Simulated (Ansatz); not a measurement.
`CN(C)BF` → `BF` + `C=NC` at 298.15 K and 1 bar (β-hydride elimination).

Computed with Ansatz on PBE0-D4/def2-TZVP structures; ΔE is electronic, products minus reactants. CBS: MP2 limit from def2 TZ/QZ plus the TZ coupled-cluster correction, frozen cores. This one scheme is used for every species. Each species was taken in one conformer, which may not be the lowest.

```json
{"species": "`CN(C)BF`", "CCSD(T)/CBS energy (Eh)": "-259.69840", "H − E (kJ/mol)": "279.3", "S (J/(mol·K))": "317.9"}
{"species": "`BF`", "CCSD(T)/CBS energy (Eh)": "-125.82039", "H − E (kJ/mol)": "69.3", "S (J/(mol·K))": "222.5"}
{"species": "`C=NC`", "CCSD(T)/CBS energy (Eh)": "-133.77870", "H − E (kJ/mol)": "191.7", "S (J/(mol·K))": "260.0"}
```

H − E and S are ideal-gas, rigid-rotor, harmonic terms from PBE0-D4/def2-TZVP, for one conformer and one mirror image of each species. 1 Eh = 2625.50 kJ/mol, R = 8.31446 J/(mol·K).

Question: By hand: ΔE, ΔH, ΔS and ΔG.

Answer: ΔE = (-125.82039) + (-133.77870) − (-259.69840) = 0.09931 Eh = 260.7 kJ/mol. Δ(H − E) = 69.3 + 191.7 − 279.3 = -18.3, so ΔH = 242.4 kJ/mol. ΔS = 222.5 + 260.0 − 317.9 = 164.6 J/(mol·K). ΔG = 242.4 − 298.15 × (164.6)/1000 = 193.3 kJ/mol.

Question: By hand: the equilibrium constant, and the temperature at which ΔG would vanish if ΔH and ΔS stayed fixed.

Answer: log₁₀ K = −ΔG/(RT ln 10) = -33.9. ΔG = 0 at ΔH/ΔS = 1473 K.

The number of gas molecules changes by +1, which sets the sign of ΔS. A doubt of 5 kJ/mol in ΔE shifts log₁₀ K by 0.9 here. Other conformers and mirror images would add mixing entropy, several J/(mol·K) or more a flexible species. These are equilibria of isolated gas molecules and say nothing of rates. Largest T1 diagnostic: 0.013 (customary marks: 0.02 for closed shells, 0.045 for open ones).
